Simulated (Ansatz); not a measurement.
Geometry optimisation, RKS B3LYP-D4/STO-3G in Ansatz.

Input:

```yaml
crystal:
  periodic: [false, false, false]
  atoms:
    - { symbol: O, position_ang: [-2.3126, 0.367, -0.2926] }
    - { symbol: B, position_ang: [-1.5614, -0.3874, 0.6174] }
    - { symbol: Si, position_ang: [0.2568, 0.0991, 0.946] }
    - { symbol: F, position_ang: [1.0396, -0.9823, 2.0502] }
    - { symbol: Si, position_ang: [1.4314, 0.0279, -0.976] }
    - { symbol: Cl, position_ang: [0.3709, 2.0476, 1.7548] }
    - { symbol: H, position_ang: [-2.1909, -0.008, -1.185] }
    - { symbol: H, position_ang: [-1.9933, -1.3051, 1.1511] }
    - { symbol: H, position_ang: [0.79935, 0.98293, -1.92877] }
    - { symbol: H, position_ang: [1.34014, -1.32477, -1.48904] }
    - { symbol: H, position_ang: [2.80097, 0.39752, -0.67799] }
basis:
  gaussian: { orbitals: STO-3G }
hamiltonian:
  xc: b3lyp
  dispersion: d4
relax:
  f_tol: 0.015
  max_steps: 40
```

Command:

```bash
$ ansatz run input.yaml --threads 1 --pin off --max-ram 2048MiB --backend cpu --events-out ev --progress --plain --runs-dir out
```

Problem. Where does it end, and by what steps?

Solution. It converged. The force dipped under the threshold on the way, but the program's further checks kept it going. Limits of this set-up: minimal basis. After 24 steps the energy has fallen by 1.630 eV; H7 moved furthest, 1.05 Å.

```csv
step,energy less start (eV),largest force component (eV/Å),accepted
0,0.0000,2.575,yes
1,-0.3350,1.520,yes
2,-0.5257,1.874,yes
3,-0.8088,3.016,yes
4,-1.2312,2.477,yes
5,-1.5197,0.735,yes
6,-1.5771,0.386,yes
7,-1.5261,0.808,no
8,-1.6080,0.165,yes
9,-1.6181,0.103,yes
10,-1.6230,0.262,yes
11,-1.6242,0.274,yes
12,-1.6273,0.070,yes
13,-1.6278,0.045,yes
14,-1.6280,0.120,yes
15,-1.6285,0.069,yes
16,-1.6292,0.032,yes
17,-1.6293,0.037,yes
18,-1.6296,0.020,yes
19,-1.6297,0.010,yes
20,-1.6298,0.022,yes
21,-1.6298,0.036,yes
22,-1.6298,0.018,yes
23,-1.6298,0.021,yes
24,-1.6298,0.015,yes
```

```xyz
11
Properties=species:S:1:pos:R:3
O -2.106 -0.052 -0.671
B -1.616 -0.352 0.553
Si 0.321 -0.018 0.852
F 0.940 -1.050 1.973
Si 1.657 0.103 -0.991
Cl 0.375 1.919 1.786
H -3.110 -0.228 -0.716
H -2.308 -0.777 1.404
H 1.162 1.119 -1.890
H 1.643 -1.163 -1.688
H 3.023 0.414 -0.641
```

The run took 83 s on 1 thread of Arm Neoverse V2, on a shared host, peak memory 0.23 GiB.
